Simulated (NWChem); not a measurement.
System: Si₂H₅O₂F; SMILES O[Si](O)(F)[SiH3]

The following NWChem deck was run.

```
start job
memory heap 200 mb stack 900 mb global 1100 mb
geometry units angstroms noautosym nocenter noautoz
  O     -1.559920    -0.848390    -0.426418
  Si    -0.032027    -0.409902    -0.012985
  O      0.332897    -1.149890     1.420464
  F      1.044060    -0.957100    -1.106301
  Si     0.086448     1.916409     0.008810
  H     -1.818368    -1.758877    -0.246717
  H      1.261964    -1.263981     1.641210
  H      1.475298     2.335306     0.372692
  H     -0.247748     2.472470    -1.336058
  H     -0.861106     2.465109     1.024542
end
basis spherical
  * library 6-31g*
end
dft
  xc b3lyp
  iterations 150
end
property
  shielding
end
task dft property
```

Structure relaxed at the PBE0/def2-SVP level. B3LYP is NWChem's, with the RPA form of VWN correlation.

GIAO values for the isolated, static molecule; σ is the absolute isotropic shielding, δ = σ(reference) − σ with the isolated reference molecule computed at the same levels (19F: trichlorofluoromethane, 1H: tetramethylsilane, 17O: water, 29Si: tetramethylsilane).

Atoms are numbered as in the input.

### Question
Give the results of this calculation. (B3LYP/6-31G* (spherical d), GIAO.) Quantities: δ O1 (ppm); δ O3 (ppm); δ F4 (ppm); δ Si5 (ppm); δ H6 (ppm); δ H7 (ppm); δ H8 (rotor mean) (ppm).

### Answer
```json
{
 "δ O1 (ppm)": "52.5",
 "δ O3 (ppm)": "59.0",
 "δ F4 (ppm)": "-98.5",
 "δ Si5 (ppm)": "-77.8",
 "δ H6 (ppm)": "2.23",
 "δ H7 (ppm)": "1.71",
 "δ H8 (rotor mean) (ppm)": "3.32"
}
```
